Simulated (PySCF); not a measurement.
PySCF input for C3H7BF2O, SMILES CC[C@@H](F)B(O)F, TDA-CAM-B3LYP/def2-SVPD. The structure is a stationary point at B3LYP-D3(BJ)/def2-SVP. The structure was generated by enumeration; whether it is a known compound was not checked. Other conformers were not sampled.

```python
import numpy as np
from pyscf import gto, scf, dft, tdscf

mol = gto.M(
    atom='''
    C    -1.97079609    0.87174787    0.10079150
    C    -1.04183879    0.34749542    1.19479660
    C     0.05878864   -0.56882225    0.65844098
    F    -0.53188763   -1.71082054    0.11352567
    B     1.00961176    0.11817447   -0.41959265
    O     1.53907208    1.35147706   -0.26045881
    F     1.33540897   -0.53201009   -1.52846928
    H    -2.40677830    0.03098899   -0.45893035
    H    -2.79394957    1.46913375    0.52085811
    H    -1.42570979    1.50802529   -0.61676986
    H    -0.56932287    1.18589591    1.74056147
    H    -1.62072171   -0.21073662    1.94951513
    H     0.68544928   -0.90407605    1.51040487
    H     1.26178297    1.80102926    0.54631223
    ''',
    basis='def2-SVPD',
    charge=0,
    spin=0,
    max_memory=1600,
    verbose=4,
)
mf = dft.RKS(mol, xc='cam-b3lyp').density_fit(auxbasis='def2-universal-jkfit')
mf.grids.level = 3
mf.conv_tol = 1e-9
mf.max_cycle = 100
mf.kernel()
mf.grids = dft.Grids(mol).set(level=1).build(with_non0tab=True)  # coarser grid for the response kernel
td = tdscf.TDA(mf)
td.singlet = True
td.nstates = 6
td.conv_tol = 1e-4
td.positive_eig_threshold = 1e-6
td.kernel(x0=td.get_init_guess(mf, 11))
td.analyze()
tt = tdscf.TDA(mf)
tt.singlet = False
tt.nstates = 2
tt.conv_tol = 1e-4
tt.positive_eig_threshold = 1e-6
tt.kernel(x0=tt.get_init_guess(mf, 7))
tt.analyze(verbose=3)
```

Log of the run:

```
PySCF version 2.14.0

[INPUT] verbose = 4
[INPUT] num. atoms = 14
[INPUT] num. electrons = 56
[INPUT] charge = 0
[INPUT] spin (= nelec alpha-beta = 2S) = 0
[INPUT] symmetry False subgroup None
[INPUT] Mole.unit = angstrom
[INPUT] Symbol           X                Y                Z      unit          X                Y                Z       unit  Magmom
[INPUT]  1 C     -1.970796090000   0.871747870000   0.100791500000 AA   -3.724264857464   1.647364723973   0.190468330684 Bohr   0.0
[INPUT]  2 C     -1.041838790000   0.347495420000   1.194796600000 AA   -1.968789979048   0.656671173341   2.257838348562 Bohr   0.0
[INPUT]  3 C      0.058788640000  -0.568822250000   0.658440980000 AA    0.111094428836  -1.074918266059   1.244273121390 Bohr   0.0
[INPUT]  4 F     -0.531887630000  -1.710820540000   0.113525670000 AA   -1.005121949744  -3.232982268881   0.214532424408 Bohr   0.0
[INPUT]  5 B      1.009611760000   0.118174470000  -0.419592650000 AA    1.907889718540   0.223317383216  -0.792915192380 Bohr   0.0
[INPUT]  6 O      1.539072080000   1.351477060000  -0.260458810000 AA    2.908424717165   2.553921507032  -0.492195817630 Bohr   0.0
[INPUT]  7 F      1.335408970000  -0.532010090000  -1.528469280000 AA    2.523557217588  -1.005353365605  -2.888388329011 Bohr   0.0
[INPUT]  8 H     -2.406778300000   0.030988990000  -0.458930350000 AA   -4.548151829546   0.058560703977  -0.867252671751 Bohr   0.0
[INPUT]  9 H     -2.793949570000   1.469133750000   0.520858110000 AA   -5.279799493146   2.776260427855   0.984279177659 Bohr   0.0
[INPUT] 10 H     -1.425709790000   1.508025290000  -0.616769860000 AA   -2.694201036211   2.849754787018  -1.165526117286 Bohr   0.0
[INPUT] 11 H     -0.569322870000   1.185895910000   1.740561470000 AA   -1.075864300751   2.241018482142   3.289184481270 Bohr   0.0
[INPUT] 12 H     -1.620721710000  -0.210736620000   1.949515130000 AA   -3.062720156037  -0.398234496217   3.684049671396 Bohr   0.0
[INPUT] 13 H      0.685449280000  -0.904076050000   1.510404870000 AA    1.295311411480  -1.708456130279   2.854251541509 Bohr   0.0
[INPUT] 14 H      1.261782970000   1.801029260000   0.546312230000 AA    2.384424241940   3.403452043728   1.032380493200 Bohr   0.0

nuclear repulsion = 311.488969932991
number of shells = 87
number of NR pGTOs = 289
number of NR cGTOs = 205
basis = def2-SVPD
ecp = {}


[settings echo left out]
init E= -418.610388071104
  HOMO = -0.344374978885815  LUMO = -0.0137693720392842  gap/eV = 8.99624
cycle= 1 E= -417.836081753511  delta_E= 0.774  |g|= 0.851  |ddm|= 4.85
  HOMO = -0.33254029195229  LUMO = 0.00865466380304447  gap/eV = 9.28439
cycle= 2 E= -417.768202880802  delta_E= 0.0679  |g|= 1.11  |ddm|= 1.88
  HOMO = -0.380155112343489  LUMO = 0.0122567830554372  gap/eV = 10.67807
cycle= 3 E= -417.974004205578  delta_E= -0.206  |g|= 0.0533  |ddm|= 0.944
  HOMO = -0.38324873253389  LUMO = 0.0158829963692373  gap/eV = 10.86093
cycle= 4 E= -417.974498424497  delta_E= -0.000494  |g|= 0.0293  |ddm|= 0.102
  HOMO = -0.382320378920633  LUMO = 0.016343802111793  gap/eV = 10.84820
cycle= 5 E= -417.974674570678  delta_E= -0.000176  |g|= 0.00844  |ddm|= 0.038
  HOMO = -0.382296393437276  LUMO = 0.0160805763190055  gap/eV = 10.84039
cycle= 6 E= -417.974686635543  delta_E= -1.21e-05  |g|= 0.00239  |ddm|= 0.00922
  HOMO = -0.382484680979373  LUMO = 0.0160413160085966  gap/eV = 10.84444
cycle= 7 E= -417.974687705175  delta_E= -1.07e-06  |g|= 0.00052  |ddm|= 0.00295
  HOMO = -0.382455085241856  LUMO = 0.0160497701525424  gap/eV = 10.84387
cycle= 8 E= -417.974687781384  delta_E= -7.62e-08  |g|= 0.000104  |ddm|= 0.00089
  HOMO = -0.382451581043954  LUMO = 0.0160433770883612  gap/eV = 10.84360
cycle= 9 E= -417.974687784327  delta_E= -2.94e-09  |g|= 5.22e-05  |ddm|= 0.000227
  HOMO = -0.382455317160381  LUMO = 0.0160447042014864  gap/eV = 10.84374
cycle= 10 E= -417.974687784903  delta_E= -5.77e-10  |g|= 1.99e-05  |ddm|= 7.24e-05
  HOMO = -0.382454302394935  LUMO = 0.0160447095451985  gap/eV = 10.84371
Extra cycle  E= -417.974687784888  delta_E= 1.53e-11  |g|= 2.43e-05  |ddm|= 4.18e-05
converged SCF energy = -417.974687784888
tot grids = 53808
Overwritten attributes  positive_eig_threshold  of <class 'pyscf.tdscf.rks.TDA'>


******** <class 'pyscf.tdscf.rks.TDA'> for <class 'pyscf.df.df_jk.DFRKS'> ********
nstates = 6 singlet
deg_eia_thresh = 1.000e-03
wfnsym = None
conv_tol = 0.0001
eigh lindep = 1e-12
eigh level_shift = 0
eigh max_cycle = 100


Excitation energies (eV)
[7.81841392 8.00030548 8.63646734 8.8622905  8.95860301 9.08848135]

** Singlet excitation energies and oscillator strengths **
Excited State   1:      7.81841 eV    158.58 nm  f=0.0154
      28 -> 29        0.47026
      28 -> 30        0.46623
      28 -> 32       -0.10194
      28 -> 33       -0.15448
Excited State   2:      8.00031 eV    154.97 nm  f=0.0103
      28 -> 29       -0.49990
      28 -> 30        0.42908
      28 -> 33       -0.19570
Excited State   3:      8.63647 eV    143.56 nm  f=0.0069
      25 -> 29        0.12464
      27 -> 29       -0.62394
      27 -> 30       -0.23797
Excited State   4:      8.86229 eV    139.90 nm  f=0.0070
      27 -> 30       -0.10317
      28 -> 31        0.46378
      28 -> 32        0.24354
      28 -> 33       -0.29505
      28 -> 34        0.21080
Excited State   5:      8.95860 eV    138.40 nm  f=0.0235
      24 -> 29        0.17611
      25 -> 29        0.28132
      27 -> 29       -0.11352
      27 -> 30        0.54101
      28 -> 31        0.12080
Excited State   6:      9.08848 eV    136.42 nm  f=0.0050
      26 -> 29       -0.62780
      26 -> 30       -0.16501
      26 -> 32       -0.11356

** Transition electric dipole moments (AU) **
state          X           Y           Z        Dip. S.      Osc.
  1         0.1639     -0.1586      0.1681      0.0803      0.0154
  2         0.2065      0.0275     -0.0960      0.0526      0.0103
  3        -0.0521      0.0051     -0.1724      0.0325      0.0069
  4        -0.0006     -0.0184     -0.1783      0.0321      0.0070
  5        -0.0163     -0.2194      0.2427      0.1073      0.0235
  6        -0.0075     -0.1501     -0.0037      0.0226      0.0050

** Transition velocity dipole moments (imaginary part, AU) **
state          X           Y           Z        Dip. S.      Osc.
  1        -0.0040     -0.0196     -0.0099      0.0005      0.0012
  2         0.0335      0.0366     -0.0616      0.0063      0.0142
  3         0.0016     -0.0003     -0.0340      0.0012      0.0024
  4        -0.0145     -0.0082     -0.0291      0.0011      0.0023
  5        -0.0097     -0.0362      0.0433      0.0033      0.0066
  6        -0.0014     -0.0434      0.0032      0.0019      0.0038

** Transition magnetic dipole moments (imaginary part, AU) **
state          X           Y           Z
  1        -0.1563     -0.1303     -0.3437
  2        -0.0894     -0.3454     -0.2002
  3        -0.3713     -0.0472     -0.0310
  4         0.4325     -0.4152     -0.4900
  5        -0.0388      0.5482      0.8777
  6        -0.6915      0.7507      0.1602


******** <class 'pyscf.tdscf.rks.TDA'> for <class 'pyscf.df.df_jk.DFRKS'> ********
nstates = 2 triplet
deg_eia_thresh = 1.000e-03
wfnsym = None
conv_tol = 0.0001
eigh lindep = 1e-12
eigh level_shift = 0
eigh max_cycle = 100


Excitation energies (eV)
[7.14716082 7.79602273]

** Triplet excitation energies and oscillator strengths **
Excited State   1:      7.14716 eV    173.47 nm  f=0.0000
Excited State   2:      7.79602 eV    159.04 nm  f=0.0000
```

Self-consistency was reached.

Cost: very roughly 5 core-minutes.
